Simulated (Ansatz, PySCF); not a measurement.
Gas-phase reaction R1 → P1, each structure at its B3LYP-D3(BJ)/def2-TZVP stationary point, reached from a drawn start; harmonic modes at that level show minima.
R1, C3H8O2 (SMILES COCOC) (charge 0, multiplicity 1):
```xyz
13

C      2.0302     0.6242     0.9578
O      0.7008     0.2023     1.1747
C      0.0058     0.0020    -0.0152
O     -1.2758    -0.4070     0.3445
C     -2.0988    -0.6486    -0.7765
H      2.6024    -0.1211     0.3906
H      2.0673     1.5788     0.4173
H      2.4872     0.7527     1.9366
H     -0.0360     0.9390    -0.6035
H      0.5029    -0.7729    -0.6301
H     -3.0697    -0.9602    -0.3975
H     -1.6906    -1.4446    -1.4125
H     -2.2258     0.2553    -1.3860
```
P1, C3H8O2 (SMILES COCOC) (charge 0, multiplicity 1, Z-matrix in Å and degrees):
```
C
O 1 1.3808
H 1 1.0964 2 106.78
H 1 1.1056 3 109.54 2 -120.44
O 1 1.4123 3 110.39 4 -119.97
C 5 1.4110 1 112.56 3 66.01
H 6 1.0882 5 107.26 1 179.45
H 6 1.0977 7 108.89 5 -120.90
H 6 1.0979 7 109.01 8 -118.15
C 2 1.4211 1 113.97 3 -172.44
H 10 1.0880 2 106.72 1 174.08
H 10 1.0915 11 109.66 2 -120.70
H 10 1.0969 11 109.25 12 -119.55
```

P less R. No zero-point or thermal terms. One arrangement of each flexible species, with no search for the lowest.

Frozen-core correlation throughout.

Programs: Ansatz (Gaussian orbitals); PySCF for the D3/D4 terms. No computed number here is a measurement.

Total energies in hartree:

| structure | PBE/def2-TZVPP | B3LYP-D3(BJ)/def2-TZVPP | CCSD(T)/cc-pVTZ |
|---|---|---|---|
| R1 | -269.327798 | -269.676183 | -269.127936 |
| P1 | -269.332449 | -269.681088 | -269.133194 |

Problem. Work out the reaction energy at each level in kJ/mol (1 hartree = 2625.49964 kJ/mol), and say how far PBE/def2-TZVPP lies from CCSD(T)/cc-pVTZ.

Solution. 
- PBE/def2-TZVPP: (-269.332449) − (-269.327798) = -0.004651 hartree = -12.2 kJ/mol
- B3LYP-D3(BJ)/def2-TZVPP: (-269.681088) − (-269.676183) = -0.004905 hartree = -12.9 kJ/mol
- CCSD(T)/cc-pVTZ: (-269.133194) − (-269.127936) = -0.005258 hartree = -13.8 kJ/mol
PBE/def2-TZVPP less CCSD(T)/cc-pVTZ: 1.6 kJ/mol. CCSD(T)/cc-pVTZ is the level counted from, the highest shown, and no exact or measured value.

Ansatz is a program for electronic structure.
